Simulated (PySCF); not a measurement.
H6N3Si2 (doublet state).
SMILES with atom numbers: `[NH:1][SiH:2]1[NH:3][SiH2:4][NH:5]1` (hydrogens: H6 on N1; H7 on Si2; H8 on N3; H9, H10 on Si4; H11 on N5)

Structure used (GFN2-xTB), in Å, numbered top down from 1:
```
atom  x, y, z in Å
N1    -2.3466   -0.0029   -0.3093
Si2   -0.9785    0.2979    0.5969
N3     0.2571   -0.9804    0.6791
Si4    1.4495   -0.2046   -0.3132
N5     0.3641    1.1444   -0.2073
H6    -2.2949   -0.3876   -1.2416
H7    -1.2147    0.8540    1.9098
H8     0.1309   -1.9545    0.8852
H9     1.6042   -0.7693   -1.6526
H10    2.7066    0.0239    0.3865
H11    0.3278    1.9817   -0.7594
```

The hyperfine couplings belong to this conformer and change with its torsions.

Level of theory: UKS B3LYP, pcH-1 on H N Si, non-relativistic, mean-field spin-orbit, GIAO in PySCF. Geometry: GFN2-xTB, one conformer, isolated molecule. The geometry wasn't refined by DFT: couplings that depend on bond lengths, twists or pyramidal angles can differ widely from those at the functional's own minimum. The SCF solution wasn't tested for stability.

Principal values of hyperfine tensors in MHz (contact, dipolar and spin–orbit terms together), for some of the nuclei:

```csv
atom,isotope,A1,A2,A3,alike by the symmetry of this geometry
Si2,29Si,38.96,41.04,43.14,none
N1,14N,-12.49,-11.23,99.09,none
H7,1H,-11.11,-10.85,-1.31,none
H11,1H,-13.72,-7.88,1.60,H8
N5,14N,-0.20,0.11,14.81,N3
Si4,29Si,3.33,4.55,5.50,none
H10,1H,-4.44,-3.47,-0.99,none
H9,1H,-2.33,-2.26,0.88,none
```

Give the isotropic coupling of each nucleus in MHz and in mT (g = 2.0070), and the anisotropic part.

a_iso = (A1 + A2 + A3)/3, Ti = Ai − a_iso; 1 mT corresponds to 28.091 MHz. The tensors hold a spin–orbit part: the run splits a_iso into a_FC + a_SO, and T includes its anisotropic share.

| atom | a_iso (MHz) | a_FC | a_SO | a_iso (mT) | T1 | T2 | T3 |
| --- | --- | --- | --- | --- | --- | --- | --- |
| Si2 | 41.05 | 41.09 | -0.04 | 1.461 | -2.09 | 0.00 | 2.09 |
| N1 | 25.12 | 24.79 | 0.33 | 0.894 | -37.62 | -36.35 | 73.96 |
| H7 | -7.76 | -7.78 | 0.02 | -0.276 | -3.35 | -3.09 | 6.44 |
| H11 | -6.67 | -6.68 | 0.01 | -0.237 | -7.06 | -1.21 | 8.27 |
| N5 | 4.91 | 4.90 | 0.01 | 0.175 | -5.11 | -4.79 | 9.90 |
| Si4 | 4.46 | 4.46 | 0.00 | 0.159 | -1.13 | 0.09 | 1.04 |
| H10 | -2.97 | -2.97 | 0.00 | -0.106 | -1.47 | -0.50 | 1.98 |
| H9 | -1.23 | -1.23 | 0.00 | -0.044 | -1.09 | -1.03 | 2.12 |

What spin density at the nucleus of N5 lies behind its contact coupling (g_N = 0.40376)?

a_FC = (2μ0/3) gₑ μB g_N μN ρ(0)/(2S·h) = 800.24 MHz × g_N × ρ(0)/(2S), with ρ in bohr⁻³. With a_FC = 4.90 MHz and 2S = 1, ρ(0) = 0.01517 bohr⁻³.

H6 (1H, g_N = 5.58569) isn't in the table. Its spin density at the nucleus is -0.01131 bohr⁻³. What is its contact coupling?

By the same relation, a_FC = -50.5 MHz. The spin–orbit term adds +0.27 MHz. Its full tensor has the principal values -96.40, -58.58, 4.16 MHz.

Name the largest traceless tensor T of the table and describe it.

N1: -37.6, -36.3, 74.0 MHz (the dipolar term alone has -37.2, -37.1, 74.3), axial, in the ratio −1:−1:+2, the form that spin in one p orbital centred on that nucleus gives.

What first-order splitting does N1 cause when the field lies along A1, A2 or A3 of its tensor (g taken as isotropic, no quadrupole term)?

3 lines (I = 1), spaced by |A_i|/(g × 13.996): 0.44, 0.40, 3.53 mT along the axes of A1, A2 and A3.
